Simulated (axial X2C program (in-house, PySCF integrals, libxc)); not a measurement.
**Potential curves of NiBr⁺, non-relativistic**

All values were computed with an in-house all-electron X2C program for linear molecules (integrals from PySCF). The Hamiltonian is the X2C one with the speed of light multiplied by 100, which is the non-relativistic limit. Basis: Br dyall-v3z [8s8p5d1f], Ni dyall-v3z [9s8p5d3f2g] (cores contracted in-house); Gaussian nuclei, density fitting, unrestricted open shells. Masses: Br 78.918 u, Ni 57.935 u.

State: M_S = 1, Λ = 0 (beyond evenly filled blocks: π+α, π-α). Energies in eV from the fragments at the same level (Br + Ni+). Fits are polynomials in 1 − R0/R over 0.85 to 1.23 times the lowest point R0.

```tsv
R (Å)	PBE0	BP86	PBEsol
1.8583	-1.1501	-1.9580	-2.4235
1.9438	-1.7245	-2.5210	-2.9351
2.0078	-1.9688	-2.7632	-3.1430
2.0719	-2.0943	-2.8930	-3.2418
2.1360	-2.1283	-2.9377	-3.2587
2.2108	-2.0813	-2.9112	-3.2032
2.2855	-1.9668	-2.8249	-3.0915
2.3816	-1.7529	-2.6570	-2.8952
2.4991	-1.4318	-2.4034	-2.6129
2.6700	-0.9212	-2.0046	-2.1814
```

The state is one determinant whose occupation by symmetry is held fixed; it was picked as the lowest of a PBE0 search that is not exhaustive. Dissociation energies refer to the lowest single-determinant-based atoms at the same level and basis. PBE0 can misorder states that lie within some tenths of an eV, so this need not be the ground state of the molecule. The nearest other spin-free determinant of the search, M_S = 1, Λ = 1, lies 0.28 eV up at the distance of the search.

Q: Fit the PBE0 curve near its minimum: give the equilibrium distance, the harmonic wavenumber and the well depth.

A: At PBE0, non-rel.: Re = 2.132 Å, ωe ≈ 373 cm⁻¹, De = 2.13 eV to Br + Ni+; Be follows as 0.111 cm⁻¹.

Q: Fit the BP86 curve near its minimum: give the equilibrium distance, the harmonic wavenumber and the well depth.

A: At BP86, non-rel.: Re = 2.146 Å, ωe ≈ 344 cm⁻¹, De = 2.94 eV to Br + Ni+; Be follows as 0.11 cm⁻¹.

Q: Fit the PBEsol curve near its minimum: give the equilibrium distance, the harmonic wavenumber and the well depth.

A: At PBEsol, non-rel.: Re = 2.119 Å, ωe ≈ 359 cm⁻¹, De = 3.26 eV to Br + Ni+; Be follows as 0.112 cm⁻¹.
